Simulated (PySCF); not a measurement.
CH₃BrOZn, SMILES C[O][Zn][Br]. Atoms are numbered in the order given.

```xyz
7

Zn     0.1365     0.4655     0.0000
Br    -0.0878    -1.7604     0.0000
O      0.5059     2.2113     0.0000
C     -0.4725     3.2216     0.0000
H     -1.1372     3.2080     0.8992
H      0.0402     4.2110     0.0000
H     -1.1372     3.2080    -0.8992
```

Coordinates come from a PBE-D3(BJ)/def2-SVP optimisation. The structure was generated by enumeration; whether it is a known compound was not checked. The values are those of a single conformer.

Two levels are set side by side: PBE/pcSseg-1 (PySCF) and PBE0/pcSseg-1 (PySCF). GIAO shifts against H2O (¹⁷O), TMS (¹H), TMS (¹³C) at the same level; non-relativistic, no solvent, atoms listed together averaged. Without spin–orbit terms, shifts of atoms bonded to Cl or Br come out too high at both levels. Differences are taken from unrounded values.

```tsv
quantity	PBE0
δ(¹⁷O) of O3 (ppm)	27.2
δ(¹³C) of C4 (ppm)	63.0
```

Problem. What does PBE give, and how far is it from PBE0? (Estimate from the structure and the level; the computed values follow.)

Solution. 
```tsv
quantity	PBE	PBE minus PBE0
δ(¹⁷O) of O3 (ppm)	66.5	39.3
δ(¹³C) of C4 (ppm)	66.1	3.1
```

Rough cost on one machine, each run with all the roots and properties that it gave: PBE0 against PBE within a factor of 2.
